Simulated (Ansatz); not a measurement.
C3H5ClSi can be A, `C#C[SiH2]CCl`, or B, `C=C=C([SiH3])Cl`.

Computed with Ansatz on PBE0-D4/def2-TZVP structures; ΔE is electronic, products minus reactants. CCSD(T)/CBS adds triple-zeta CCSD(T) − MP2 to the extrapolated MP2 energy (def2 sets, frozen cores). DFT in def2-TZVPP. B3LYP here is the variant with VWN-RPA as its local correlation; programs differ in this. Each species was taken in one conformer, which may not be the lowest.

Which is lower in electronic energy at CCSD(T)/CBS, and by how much? (Estimate.)

Ansatz gave: A, by 43.8 kJ/mol.

Give E(B) − E(A) in kJ/mol with HF/def2-TZVPP, PBE0-D4, CCSD(T)/def2-TZVPP, MP2/def2-TZVPP, ωB97M-V, PBE-D4, B3LYP. (Estimate.)

Ansatz gave: HF/def2-TZVPP 47.1, PBE0-D4 19.4, CCSD(T)/def2-TZVPP 40.4, MP2/def2-TZVPP 50.8, ωB97M-V 34.9, PBE-D4 9.7, B3LYP 21.9. None reverses the order clearly.

Largest T1 diagnostic: 0.012.

From PBE to PBE0 (25 % exact exchange), in def2-TZVPP and without D4, E(B) − E(A) moves by +9.5 kJ/mol.
